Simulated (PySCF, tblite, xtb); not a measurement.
Breaking a bond: SnH, doublet.

- UHF/STO-3G = unrestricted Hartree-Fock/STO-3G (PySCF 2.14.0)
- GFN1-xTB (xtb)
- GFN2-xTB, 300 K electronic temperature (tblite)
- UCCSD(T) = PySCF 2.14.0 with CCSD(T) on UHF/def2-TZVP, 4 core orbitals frozen, def2 effective core potentials past Kr

Energies relative to the lowest point of each curve near equilibrium, in kcal/mol; the last columns give the difference from UCCSD(T):

```
R / Å  UHF/STO-3G  GFN1-xTB  GFN2-xTB  UCCSD(T)  UHF/STO-3G − UCCSD(T)  GFN1-xTB − UCCSD(T)  GFN2-xTB − UCCSD(T)
-----  ----------  --------  --------  --------  ---------------------  -------------------  -------------------
1.32         29.1      60.4      56.0      51.4                  -22.3                  9.0                  4.6
1.42         12.6      30.4      26.7      26.3                  -13.6                  4.2                  0.4
1.52          3.6      14.0      11.6      11.4                   -7.7                  2.6                  0.2
1.58          1.0       8.0       6.4       5.9                   -5.0                  2.0                  0.5
1.67          0.0       2.5       2.0       1.4                   -1.4                  1.1                  0.6
1.74          1.3       0.5       0.4       0.1                    1.2                  0.4                  0.3
1.78          2.8       0.0       0.0       0.0                    2.8                  0.0                  0.0
1.83          5.2       0.0       0.0       0.4                    4.8                 -0.4                 -0.4
1.90          9.6       1.1       0.6       1.9                    7.8                 -0.7                 -1.2
1.94         12.6       2.3       1.2       3.0                    9.6                 -0.7                 -1.8
2.08         24.8       8.5       4.6       8.2                   16.6                  0.3                 -3.6
2.22         37.7      17.0       9.3      14.6                   23.1                  2.4                 -5.3
```

UHF/STO-3G is furthest from UCCSD(T) at 2.22 (23.1 kcal/mol, above); its mean absolute difference over the points is 9.6 kcal/mol.

GFN1-xTB is furthest from UCCSD(T) at 1.32 (9.0 kcal/mol, above); its mean absolute difference over the points is 2.0 kcal/mol.

GFN2-xTB is furthest from UCCSD(T) at 2.22 (-5.3 kcal/mol, below); its mean absolute difference over the points is 1.6 kcal/mol.

The scan ran from 1.32 to 7.03 Å; beyond the distances shown one of the unrestricted levels run for this scan, shown here or not, changes its spin distribution in one step. The unrestricted determinant behind UHF/STO-3G is spin-contaminated at 1.32 to 1.42, 2.22 Å (<S²> up to 1.0, against 0.75 for a pure doublet).
